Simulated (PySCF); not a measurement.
**Working with the constants of H2**

RHF-CCSD(T) constants of H2, singlet, closed shell (H def2-TZVPPD; no relativity (PySCF 2.14); masses 1.0078 and 1.0078 u):

| Property | Result |
| --- | --- |
| ωe | 4404.4 cm⁻¹ |
| ωexe | 124.0 cm⁻¹ |
| Be | 60.62 cm⁻¹ |
| αe | 3.07 cm⁻¹ |
| D (centrifugal) | 0.0459 cm⁻¹ |
| De to H + H | 4.70 eV |

Question: Give the vibrational terms G(v) and spacings up to v = 4.

Answer: G(v) = ωe(v+½) − ωexe(v+½)².

```json
{"v": "0", "G(v) (cm⁻¹)": "2171", "G(v) − G(v−1)": "", "Bv (cm⁻¹)": "59.09"}
{"v": "1", "G(v) (cm⁻¹)": "6328", "G(v) − G(v−1)": "4156", "Bv (cm⁻¹)": "56.02"}
{"v": "2", "G(v) (cm⁻¹)": "10236", "G(v) − G(v−1)": "3908", "Bv (cm⁻¹)": "52.95"}
{"v": "3", "G(v) (cm⁻¹)": "13896", "G(v) − G(v−1)": "3660", "Bv (cm⁻¹)": "49.88"}
{"v": "4", "G(v) (cm⁻¹)": "17309", "G(v) − G(v−1)": "3412", "Bv (cm⁻¹)": "46.80"}
```

Question: How well does the Morse estimate ωe²/(4ωexe) reproduce De, and what is D0?

Answer: It gives 4.85 eV, 103 % of the computed De. D0 = De − G(0) = 4.70 − 0.27 = 4.43 eV.

Correlated steps freeze no core orbitals. Where the molecule has an RHF reference, its open-shell atoms are computed with UHF.
